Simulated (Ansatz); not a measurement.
A nudged elastic band was laid between two geometries of AlF2HO + H2 (7 atoms, charge 0, multiplicity 1).

Method: RKS BLYP/def2-SVP in Ansatz.

```json
{"movable images": "7", "climbing image": "yes", "spring": "5.0 eV/Å²", "optimiser": "quadratic models (default)", "start path": "through a guess of the saddle point", "force threshold": "0.05 eV/Å", "iteration limit": "60", "end points": "relaxed"}
```

Initial state:

```xyz
7
Properties=species:S:1:pos:R:3
Al -0.058 -0.076 0.249
O -0.059 -0.510 1.900
H -0.873 -0.728 2.382
F 1.390 -0.020 -0.575
F -1.467 0.057 -0.642
H 0.232 2.191 0.501
H 0.073 1.932 1.211
```

Final state:

```xyz
7
Properties=species:S:1:pos:R:3
Al 0.086 0.546 -0.110
O -0.020 0.140 1.862
H -0.883 -0.333 1.910
F 1.419 -0.329 -0.646
F -1.419 -0.223 -0.314
H 0.146 2.130 -0.134
H -0.091 0.916 2.458
```

Task: Which bonds break or form, and what moves?

Result: Bonds broken: H6–H7. Bonds formed: Al1–H6, O2–H7. AlF2HO + H2 becomes AlF2H3O.

Task: Give the energies along the band, and the barrier.

Result: The run converged. The highest image is number 4 of 0 to 8, 0.75 eV above the first end and 0.74 eV above the last; the last end lies 0.01 eV above the first. A vibrational analysis at the climbing image gives one clearly imaginary mode, 1103i cm⁻¹: a first-order saddle point. The orbitals stay closed-shell, which can raise the energy where a bond breaks towards radicals; this wasn't checked here.

```tsv
image	path coordinate (Å)	energy (eV)	H6–H7 (Å)	Al1–H6 (Å)	O2–H7 (Å)
0	0.00	0.00	0.77	2.30	2.54
1	0.33	0.02	0.77	2.29	2.32
2	0.66	0.12	0.79	2.15	1.97
3	1.00	0.44	0.85	1.93	1.61
4	1.33	0.75	1.08	1.76	1.26
5	1.72	0.39	1.54	1.64	1.03
6	2.12	0.14	2.04	1.60	0.99
7	2.52	0.04	2.50	1.59	0.98
8	2.91	0.01	2.87	1.59	0.98
```

Task: What is the geometry of the highest image?

Result: 
```xyz
7
Properties=species:S:1:pos:R:3
Al 0.017 0.278 0.021
O -0.014 -0.011 1.849
H -0.799 -0.352 2.325
F 1.441 -0.142 -0.746
F -1.451 -0.037 -0.720
H 0.073 1.890 0.729
H -0.028 1.221 1.568
```

Task: What are the harmonic wavenumbers there?

Result: 1103i, 177, 226, 312, 353, 457, 652, 711, 802, 932, 1034, 1329, 1684, 1872, 3669 cm⁻¹.

Time of the run: 2.7 min on 1 thread of Arm Neoverse V2 (shared host), peak memory 0.13 GiB.
